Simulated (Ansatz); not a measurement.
CH₄ClFSSi (`C[Si](F)(S)Cl`). The species carries charge 0 and has multiplicity 1.

```xyz
9

C    -0.524    0.301   -1.028
Si    0.234    0.268    0.652
F     1.664    0.962    0.554
S     0.420   -1.661    1.504
Cl   -0.880    1.338    1.985
H    -0.585    1.330   -1.390
H     0.081   -0.277   -1.731
H    -1.529   -0.125   -1.002
H     1.119   -2.135    0.456
```

(1) What are the harmonic wavenumbers in cm⁻¹ at PBE0-D4/def2-TZVP (Ansatz, finite differences of forces, unscaled)? (An estimate is asked.)

(2) Is this a minimum?

(3) Give the ideal-gas thermochemistry at 298.15 K and 1 bar (rigid rotor, harmonic oscillator; point group C1, symmetry number 1).

## Answers

(1) The calculation gave: 140, 153, 159, 203, 222, 262, 282, 474, 576, 711, 767, 801, 817, 915, 1284, 1440, 1443, 2699, 3058, 3143, 3157.

(2) Yes, all 21 modes are real.

(3) Zero-point energy 135.8 kJ/mol; H(298) − E = 158.2 kJ/mol; entropy 360.5 J/(mol·K), of which translation 169.6, rotation 117.5, vibration 73.4; G(298) − E = 50.7 kJ/mol.
